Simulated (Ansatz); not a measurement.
SnH(OtBu)3 (C₁₂H₂₈O₃Sn) was relaxed with PBE-D4 (def2-SVP) in Ansatz in these states: charge +1 doublet, charge -1 doublet, neutral singlet. The geometries follow in no particular order.

In the def2 sets Sn takes a core potential; there is no spin–orbit coupling.

A:

Cartesian coordinates in Å:
```
Sn -0.0381 -1.2024 -0.5984
H -0.0746 -2.7360 -1.3694
O -1.6269 -0.0992 -1.2077
C -1.5493 1.0354 -2.0959
C -0.9529 0.5440 -3.4400
C -3.0017 1.4935 -2.2880
C -0.6666 2.1278 -1.4874
H -0.9546 1.3747 -4.1731
H 0.1006 0.2180 -3.2989
H -1.5525 -0.2912 -3.8509
H -3.6189 0.6701 -2.6958
H -3.0414 2.3485 -2.9904
H -3.4341 1.8138 -1.3198
H 0.3781 1.7719 -1.3501
H -1.0647 2.4505 -0.5046
H -0.6280 3.0091 -2.1579
O 1.6928 -0.2653 -1.1010
C 2.7889 -0.0085 -0.2027
C 3.3235 -1.3804 0.2895
C 3.8487 0.7052 -1.0537
C 2.3233 0.8373 0.9851
H 4.2216 -1.2212 0.9184
H 2.5572 -1.8922 0.9106
H 3.6011 -2.0211 -0.5696
H 4.1382 0.0804 -1.9203
H 4.7511 0.9089 -0.4454
H 3.4528 1.6693 -1.4293
H 1.5514 0.3038 1.5822
H 1.9013 1.8015 0.6376
H 3.1742 1.0492 1.6621
O -0.1104 -1.4646 1.4127
C -1.2420 -1.1385 2.2457
C -2.4486 -1.9793 1.7530
C -0.8337 -1.5596 3.6630
C -1.5609 0.3567 2.1469
H -3.3147 -1.8120 2.4234
H -2.7470 -1.6663 0.7288
H -2.1999 -3.0583 1.7594
H -0.5793 -2.6366 3.6917
H -1.6644 -1.3727 4.3708
H 0.0489 -0.9793 3.9970
H -1.8414 0.6431 1.1098
H -0.6884 0.9636 2.4612
H -2.4187 0.6085 2.8014
```

B:

Cartesian coordinates in Å:
```
Sn 0.8295 0.5507 1.4167
H 1.8649 -0.2493 2.8180
O -0.7906 -0.7870 1.5586
C -0.7734 -2.1865 1.3823
C 0.4481 -2.8500 2.0535
C -2.0685 -2.7189 2.0300
C -0.7552 -2.5285 -0.1238
H 0.4044 -3.9577 1.9707
H 1.3840 -2.5009 1.5711
H 0.4965 -2.5752 3.1269
H -2.0792 -2.4604 3.1090
H -2.1687 -3.8211 1.9254
H -2.9485 -2.2359 1.5575
H 0.1685 -2.1095 -0.5690
H -1.6260 -2.0670 -0.6328
H -0.7805 -3.6256 -0.3046
O 2.0212 -0.3989 -0.0231
C 2.4236 0.1169 -1.2723
C 2.8424 1.6003 -1.1613
C 3.6359 -0.7304 -1.7129
C 1.2880 -0.0065 -2.3122
H 3.2316 1.9935 -2.1259
H 1.9610 2.2070 -0.8644
H 3.6380 1.7121 -0.3945
H 4.4492 -0.6394 -0.9636
H 4.0255 -0.4159 -2.7054
H 3.3444 -1.7995 -1.7685
H 0.4180 0.5749 -1.9465
H 0.9877 -1.0685 -2.4273
H 1.5936 0.3796 -3.3098
O -0.2038 1.8372 -0.0774
C -1.5562 2.2059 -0.0006
C -2.0354 2.3799 1.4614
C -1.6990 3.5527 -0.7442
C -2.4355 1.1296 -0.6798
H -3.0871 2.7401 1.5091
H -1.9801 1.4045 1.9887
H -1.3893 3.1120 1.9905
H -1.0649 4.3196 -0.2525
H -2.7507 3.9153 -0.7631
H -1.3444 3.4402 -1.7897
H -2.2829 0.1730 -0.1418
H -2.1193 0.9944 -1.7354
H -3.5168 1.3935 -0.6670
```

C:

Cartesian coordinates in Å:
```
Sn 1.251 0.113 -0.160
H 2.961 0.246 -0.391
O 0.651 -1.800 -0.395
C 0.043 -2.286 -1.611
C 0.861 -1.844 -2.834
C 0.062 -3.814 -1.470
C -1.398 -1.762 -1.714
H 0.453 -2.273 -3.772
H 0.833 -0.738 -2.942
H 1.915 -2.175 -2.736
H 1.104 -4.177 -1.371
H -0.401 -4.301 -2.352
H -0.497 -4.120 -0.564
H -1.392 -0.656 -1.789
H -1.979 -2.055 -0.816
H -1.912 -2.169 -2.609
O 0.279 1.261 -1.504
C -0.352 2.515 -1.162
C 0.629 3.412 -0.391
C -0.715 3.145 -2.513
C -1.611 2.252 -0.322
H 0.191 4.410 -0.186
H 0.882 2.956 0.592
H 1.560 3.559 -0.975
H 0.198 3.302 -3.121
H -1.221 4.121 -2.373
H -1.394 2.474 -3.077
H -1.331 1.775 0.638
H -2.305 1.580 -0.866
H -2.148 3.196 -0.096
O 0.735 0.711 1.695
C 0.425 -0.213 2.762
C 1.513 -1.293 2.866
C 0.398 0.654 4.028
C -0.947 -0.856 2.507
H 1.334 -1.966 3.729
H 1.520 -1.927 1.952
H 2.511 -0.827 2.996
H 1.384 1.134 4.185
H 0.153 0.045 4.921
H -0.362 1.453 3.926
H -0.916 -1.453 1.573
H -1.727 -0.075 2.405
H -1.236 -1.529 3.340
```

Q: Judge from the bond lengths which geometry belongs to which state (an estimate).

A: A is the charge +1 doublet (Sn1–O31 2.029 Å, Sn1–H2 1.717 Å, Sn1–O3 2.028 Å); B is the charge -1 doublet (Sn1–O31 2.226 Å, Sn1–H2 1.917 Å, Sn1–O3 2.106 Å); C is the neutral singlet (Sn1–O31 2.017 Å, Sn1–H2 1.731 Å, Sn1–O3 2.018 Å).

At PBE-D4/def2-SVP the gap within one spin of the relaxed charge 1 doublet nearly closes, so an electron or hole may be smeared out by delocalisation error. At PBE-D4/def2-SVP the highest occupied level of the relaxed charge -1 doublet lies above zero (up to 0.24 eV). By energy differences its removal costs 0.53 eV (each at its own geometry, to the charge 0 singlet, at PBE0-D4/def2-TZVP).
